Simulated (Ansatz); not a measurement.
A structure drawn as `FC(F)(Cl)C[SiH3]`, with this starting geometry:

Cartesian coordinates in Å:
```
F 0.477 -1.153 -1.553
C 0.659 -1.181 -0.259
F -0.301 -1.992 0.198
Cl 2.222 -1.875 0.194
C 0.568 0.199 0.350
Si -1.057 1.055 -0.018
H 1.349 0.855 -0.030
H 0.681 0.181 1.463
H -1.296 1.242 -1.489
H -1.092 2.397 0.602
H -2.211 0.273 0.540
```

The species carries charge 0 and has multiplicity 1.

Q: Relax it with Ansatz at PBE-D4/def2-SVP and then PBE0-D4/def2-TZVP. Is the drawn bonding still there?

A: Yes, every drawn bond is still there and no new one forms.

Q: Give the relaxed structure. (Estimate.)

A: Computed: 
Z-matrix (Å, degrees):
```
C
F 1 1.344
Cl 1 1.785 2 107.4
F 1 1.344 2 106.8 3 115.0
C 1 1.500 2 111.3 3 -123.4
Si 5 1.896 1 114.7 2 -59.6
H 5 1.092 1 108.2 2 62.5
H 5 1.092 1 108.3 2 178.4
H 6 1.483 5 110.6 1 60.9
H 6 1.485 5 106.6 1 179.8
H 6 1.483 5 110.6 1 -61.3
```
No frequency check was run.

Atoms count as bonded under 1.1 times the sum of their covalent radii (H–H under 0.85 Å, pairs among N, O and F under 1.55 Å), and a drawn bond as lost past 1.3 times.
